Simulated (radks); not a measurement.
Charge is removed step by step from the 3s down level of Sr+, starting from [Ne] 3s(up 1, down 1) 3p6 3d10 4s2 4p6 5s1. All-electron calculation, scalar-relativistic Kohn-Sham, r2SCAN, spin-polarised, spherical densities, finite nucleus; open shells are filled with parallel spins first (spin-orbit coupling, left out, can overturn this in heavy ions); meta-GGA in the generalised Kohn-Sham scheme; Fermi nuclear charge, rms radius 4.224 fm. Program: a radial shooting solver on a logarithmic mesh with Libxc functionals.

removed (e)	E - E(0) (eV)	eigenvalue (eV)	E minus straight line (eV)
0	0.000	-347.51	0.000
0.1	34.877	-350.32	-1.286
0.2	70.035	-353.15	-2.290
0.3	105.48	-355.99	-3.010
0.4	141.20	-358.85	-3.445
0.5	177.22	-361.72	-3.594
0.6	213.52	-364.60	-3.455
0.7	250.11	-367.50	-3.028
0.8	286.99	-370.40	-2.310
0.9	324.16	-373.32	-1.301
1	361.62	-376.25	0.000

Removing the whole electron costs 361.62 eV by Delta-SCF, against 347.51 eV from minus the eigenvalue at the starting occupation. Slater's transition state (half an electron removed) gives 361.72 eV. Integrating minus the eigenvalue over the occupation (Janak's theorem) gives 361.77 eV. In this scalar-relativistic scheme the density is built from large components alone, so the theorem holds only approximately. The mean slope of the eigenvalue, de/dn, is 28.7 eV per electron.
